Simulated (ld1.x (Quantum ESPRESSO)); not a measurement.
## Which change was made? (S, PAW)

* Element: sulfur (S)
* Generator: ld1.x (Quantum ESPRESSO) 7.5
* Type: PAW
* Functional: PBEsol
* Relativity: scalar-relativistic
* Frozen core: [Ne]
* Valence charge: 6
* Reference configuration: 3s2 3p4
* Partial waves: 3s (bound): rcut 1.25, rcutus 1.65 bohr; 3s channel at -0.2 Ry: rcut 1.25, rcutus 1.65 bohr; 3p (bound): rcut 1.30, rcutus 1.80 bohr; 3p channel at 0.9 Ry: rcut 1.30, rcutus 1.80 bohr
* Local potential: all-electron potential smoothed inside 1.50 bohr (lloc = -1)
* Core correction: Bessel-smoothed model core inside 1.50 bohr
* Augmentation charge: PSQ, inside the norm-conserving radii

Cutoffs, loose and tight: the cutoffs (Ry, on a coarse ladder) from which the occupation-weighted sum of valence levels, in a spherical-Bessel basis at the reference potential, stays within 10 and 1 mRy of its value at 400 Ry. They do not see the model core or the augmentation charge, which bear on the density cutoff. Test errors are all-electron minus pseudo excitation energies from the reference, over the configurations 3s2 3p3; 3s2 3p2; 3s2 3p1; 3s2 3p4.3; 3s2 3p3.5; 3s1 3p4; 3s0 3p6; variants that change the core or the reference have their own tests.

The base gives: outcome: generated; cutoff, loose: 18 Ry; cutoff, tight: 25 Ry; bound ghosts: none; largest test error (meV): -34.

Question: After one change the result is: outcome: generated; cutoff, loose: 18 Ry; cutoff, tight: 25 Ry; bound ghosts: none; largest test error (meV): -8.7. Which change was it?
A. reference 3s2 3p3.75
B. waves 3s (bound): rcut 1.25, rcutus 2.56 bohr; 3s channel at -0.2 Ry: rcut 1.25, rcutus 2.56 bohr
C. waves 3p (bound): rcut 1.30, rcutus 2.48 bohr; 3p channel at 0.9 Ry: rcut 1.30, rcutus 2.48 bohr

Answer: B. The others give: waves 3p (bound): rcut 1.30, rcutus 2.48 bohr; 3p channel at 0.9 Ry: rcut 1.30, rcutus 2.48 bohr → outcome: generated; cutoff, loose: 12 Ry; cutoff, tight: 15 Ry; bound ghosts: none; largest test error (meV): -26 | reference 3s2 3p3.75 → outcome: generated; cutoff, loose: 18 Ry; cutoff, tight: 25 Ry; bound ghosts: none; largest test error (meV): -100.
